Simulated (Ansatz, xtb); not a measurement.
C5H5F3O2: 8 structures ranked

8 gas-phase structures of C5H5F3O2, from a drawn sample of its isomers (lower ones may exist). Each was relaxed with GFN2-xTB; where two conformers were screened, the lower at r2SCAN-D4/def2-SVP is listed:

A. `O=C[C@@H]1CO[C@H]1C(F)(F)F`, a singlet
B. `O=C[C@@H]1C[C@H](C(F)(F)F)O1`, a singlet
C. `O=C[C@@H]1OC[C@H]1C(F)(F)F`, a singlet
D. `O=C[C@@]1(C(F)(F)F)CCO1`, a singlet
E. `O=C[C@@H]1C[C@@H](C(F)(F)F)O1`, a singlet
F. `O=CC1(C(F)(F)F)COC1`, a singlet
G. `O=C[C@@H]1CO[C@@H]1C(F)(F)F`, a singlet
H. `O=C[C@@H]1OC[C@@H]1C(F)(F)F`, a singlet

Question: Which do you expect lowest at r2SCAN-D4/def2-SVP, and how would the others follow?

Answer: Calculated order at r2SCAN-D4/def2-SVP: E (0.0), B (0.0), C (0.7), A (0.8), D (1.4), G (1.9), H (2.3), F (2.5) kcal/mol. Less than 1 kcal/mol parts E and B; B and C; C and A; A and D; D and G; G and H; H and F, so the order within those pairs means little.

Energies above the lowest of each column, in kcal/mol; the last columns are at B3LYP/def2-SVP geometries and were run for some of them only (a dash: not run or not comparable):

```
structure  GFN2-xTB  HF/STO-3G  r2SCAN-D4/def2-SVP  B3LYP/def2-SVP  CCSD(T)/def2-SVP + ΔMP2/def2-TZVPP
        E       0.1        0.0                 0.0             0.0                                 0.1
        B       0.0        0.1                 0.0             0.0                                 0.0
        C       0.2        0.3                 0.7             0.9                                 1.0
        A       0.7        0.7                 0.8             1.2                                 1.4
        D       1.5        0.4                 1.4             2.2                                 1.8
        G       1.9        1.8                 1.9             2.5                                 3.0
        H       1.1        1.6                 2.3               –                                   –
        F       1.8        1.8                 2.5               –                                   –
```

Every level run on B puts it lowest or level with the lowest. CCSD(T)/def2-SVP + ΔMP2/def2-TZVPP orders those it was run on as B (0.0), E (0.1), C (1.0), A (1.4), D (1.8), G (3.0) kcal/mol. Less than 1 kcal/mol parts B and E; E and C; C and A; A and D, so the order within those pairs means little. Flexible structures stand in one conformer each, not always the lowest. Frequencies (GFN2-xTB) were run for A, B, C, D, E, G alone. ΔMP2 is the change of the MP2 energy from the smaller to the larger basis.

Over these structures GFN2-xTB departs from r2SCAN-D4/def2-SVP by 0.4 kcal/mol on average once a common shift is removed. A GFN2-xTB relaxation took about 0.25 s and the r2SCAN-D4/def2-SVP energy about 3.6 s on a shared host (Ansatz 0.2.0, xtb 6.7.1).
